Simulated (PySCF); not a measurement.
## CeH3(H2O) at several levels of theory

Computed with PySCF 2.14.0 (density fitting, no spin-orbit coupling) at the geometry relaxed with PBE0:

```xyz
7
CeH3(H2O) (singlet in the valence; each metal's 4f electrons, 1 of them, lie in its core potential, out of spins and levels)
Ce    0.0004    0.1254    0.2680
H     1.3999    1.2768    1.3591
H    -0.9578   -1.4278    1.3304
H     0.4130   -0.2186   -1.8624
O    -1.3612    1.3093   -1.4098
H    -1.4564    2.1716   -1.8306
H    -0.7210    0.7549   -1.9834
```

```
level                                                 basis    state  HOMO (eV)  gap (eV)  charge on Ce1 (e)  population of f-type functions on Ce1 (polarisation alone where 4f lies in the core)  dipole about the centre of mass (D)  largest force component (eV/Å)
 PBE0     Ce lcecp-1-SVP with ECP47, H def2-SVP, O def2-SVP  singlet      -6.43      5.06               0.79                                                                                  0.03                                 3.85                            0.01
 BLYP                                              the same  singlet      -5.15      3.00               0.60                                                                                  0.03                                 3.85                            0.58
 PBE0  Ce lcecp-1-TZVP with ECP47, H def2-TZVP, O def2-TZVP  singlet      -6.46      5.07               0.98                                                                                  0.05                                 3.71                            0.23
```

In the lcecp rows the 4f levels are missing from HOMO and gap, and the state counts the valence alone.

Charges are Mulliken's, which hang on the basis. The relaxation used the grid (50, 194), these runs (75, 302) or, all-electron (x2c bases, spin-free X2C Hamiltonian), (99, 590).

Task: What does r2SCAN with Ce lcecp-1-SVP with ECP47, H def2-SVP, O def2-SVP give here?

Result: state singlet, HOMO (eV) -5.51, gap (eV) 3.75, charge on Ce1 (e) 0.80, population of f-type functions on Ce1 (polarisation alone where 4f lies in the core) 0.03, dipole about the centre of mass (D) 3.81, largest force component (eV/Å) 0.21. Time: 4.2 s on 2 threads of Arm Neoverse V2 (shared host), from an already converged density.

In the first row's basis the gap widens with exact exchange: 3.0 to 3.7 eV for BLYP, r2SCAN (none); 5.1 eV for PBE0 (a fixed share).

An lcecp potential fixes the number of 4f electrons, so in runs with it no electron can move into or out of that shell.
